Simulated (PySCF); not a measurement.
## Bond length, frequency and bond energy of TlCl by level of theory

State: ¹Σ⁺ (singlet), closed shell. Set-up: Tl def2-SVPD with ECP60, Cl def2-SVPD; scalar-relativistic core potentials (PySCF 2.14). De refers to Tl + Cl in their high-spin ground configurations, without counterpoise correction. A positive dipole means Tl(−)Cl(+).

| Level | Re (Å) | ωe (cm⁻¹) | De (eV) | μ (D) |
| --- | --- | --- | --- | --- |
| RHF | 2.585 | 265 | 3.24 | -5.61 |
| RHF-MP2 | 2.565 | 276 | 4.36 | n/a |
| RHF-SCS-MP2 | 2.576 | 271 | 4.24 | n/a |
| RHF-CCSD | 2.575 | 272 | 4.09 | n/a |
| RHF-CCSD(T) | 2.577 | 272 | 4.18 | n/a |
| PBE | 2.570 | 270 | 4.57 | -4.88 |
| PW91 | 2.569 | 271 | 4.62 | -4.90 |
| r²SCAN | 2.553 | 279 | 4.53 | -4.90 |
| PBE0 | 2.552 | 278 | 4.43 | -5.04 |
| M06 | 2.564 | 275 | 4.70 | -5.21 |
| MN15 | 2.538 | 282 | 4.43 | -5.00 |

(1) Which functional lies closest to RHF-CCSD(T) in De, which farthest, and by how much do they differ from it?

(2) What does the step from GGA to meta-GGA do here, going from PBE to r²SCAN?

(3) What does second-order correlation do here, going from RHF to RHF-MP2?

Correlated steps freeze 9 core orbitals. Correlated levels converge slowly with the basis: in double zeta they bind strong bonds too weakly, by up to about 1 eV, and carry superposition errors of some tenths. Spin–orbit coupling is left out, which matters for elements this heavy, above all for dissociation energies. Where the molecule has an RHF reference, its open-shell atoms are computed with UHF.

Answers

(1) Closest is PBE0 (-2.5 pm in Re, +2.2 % in ωe, +0.25 eV in De against RHF-CCSD(T) in the same basis), farthest M06 (-1.3 pm in Re, +1.1 % in ωe, +0.52 eV in De). CCSD(T) converges more slowly with the basis than the functionals do and binds too weakly in this one, so the order can change at the basis-set limit.

(2) r²SCAN less PBE: -1.7 pm in Re, +3.3 % in ωe, -0.04 eV in De. 

(3) RHF-MP2 less RHF: -2.0 pm in Re, +4.2 % in ωe, +1.12 eV in De. Correlation nearly always deepens the well. The bond shortens, as in weak, metallic or heavy-atom bonds, where dispersion and the correlation of outer-core electrons pull the atoms together.
